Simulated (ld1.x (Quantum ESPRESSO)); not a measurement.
**molybdenum: one change to a TM semilocal potential, before and after**

```
Element                 : Mo (Z = 42)
Generator               : ld1.x (Quantum ESPRESSO) 7.5
Type                    : norm-conserving Troullier–Martins (semilocal form)
Functional              : BP86
Relativity              : scalar-relativistic
Frozen core             : [Ar] 3d10
Valence charge          : 14
Reference configuration : 4s2 4p6 4d5 5s0 5p0 (charge +1)
Partial waves           : 4s (bound): rc 1.85 bohr; 4d (bound): rc 2.10 bohr; 4p (bound): rc 1.30 bohr
Local potential         : the p channel
Core correction         : a·sin(br)/r model core, default radius (core density twice the valence density)
```

Change: wave 4s (bound): rc 1.85 bohr becomes 4s (bound): rc 2.50 bohr.

Cutoffs: the cutoffs (Ry, on a coarse ladder) from which the occupation-weighted sum of valence levels, in a spherical-Bessel basis at the reference potential, stays within 10 and 1 mRy of its value at 400 Ry; they do not see the model core or the augmentation charge, which bear on the density cutoff. Errors are all-electron minus pseudo energies relative to the spin-unpolarised reference configuration.

**Question.** Predict the effect on cutoff, ghosts and configuration errors.

**Answer.** The potential gets neither clearly harder nor softer (80 Ry and 120 Ry → 80 Ry and 120 Ry); the p channel sets the loose cutoff, while the largest relative change is in s, which becomes softer; of the 7 tests that both files solve, the error grows in 6 and shrinks in 1 by more than 15 % and 0.3 meV (median size 604.6 → 1687.9 meV); neither file shows a bound ghost at the reference potential, the only one tested. A semilocal file is local in each channel, so a ghost entry of none says nothing of the separable form that plane-wave codes build from it.

| quantity | base | changed |
| --- | --- | --- |
| cutoff, loose | 80 Ry | 80 Ry |
| cutoff, tight | 120 Ry | 120 Ry |
| loose cutoff by channel (10 mRy a level) | s 25 Ry, d 30 Ry, p 50 Ry | s 10 Ry, d 30 Ry, p 50 Ry |
| bound ghosts | none | none |
| error for 4s2 4p6 4d5 5s1 5p0, meV [ΔE -7.08 eV] | +1292 | +3508 |
| error for 4s2 4p6 4d4 5s0 5p0, meV [ΔE 15.58 eV] | -0.9 | -0.4 |
| error for 4s2 4p6 4d3 5s0 5p0, meV [ΔE 42.41 eV] | +3.8 | +7.9 |
| error for 4s1 4p6 4d5 5s1 5p0, meV [ΔE 63.28 eV] | +2064 | +5013 |
| error for 4s2 4p6 4d2 5s0 5p0, meV [ΔE 81.98 eV] | +42 | +57 |
| error for 4s2 4p6 4d4 5s1 5p0, meV [ΔE 1.13 eV] | +1905 | +4698 |
| error for 4s2 4p6 4d5.5 5s0.5 5p0, meV [ΔE -6.78 eV] | +605 | +1688 |

Base: These tests converged, but a pseudo level misses the all-electron one widely, so the file describes the atom poorly there or has found another state: 4s2 4p6 4d4 5s0 5p0: empty 5s by 2.5 eV; 4s2 4p6 4d3 5s0 5p0: empty 5s by 3.5 eV; 4s2 4p6 4d2 5s0 5p0: empty 5s by 4.7 eV; 4s2 4p6 4d5.5 5s0.5 5p0: 5s by 1.0 eV. Changed file: These tests converged, but a pseudo level misses the all-electron one widely, so the file describes the atom poorly there or has found another state: 4s2 4p6 4d5 5s1 5p0: 5s by 2.8 eV (a node warning on the way); 4s2 4p6 4d4 5s0 5p0: empty 5s by 5.3 eV; 4s2 4p6 4d3 5s0 5p0: empty 5s by 7.5 eV; 4s1 4p6 4d5 5s1 5p0: 5s by 4.5 eV; 4s2 4p6 4d2 5s0 5p0: empty 5s by 9.4 eV; 4s2 4p6 4d4 5s1 5p0: 5s by 3.7 eV; 4s2 4p6 4d5.5 5s0.5 5p0: 5s by 3.0 eV.
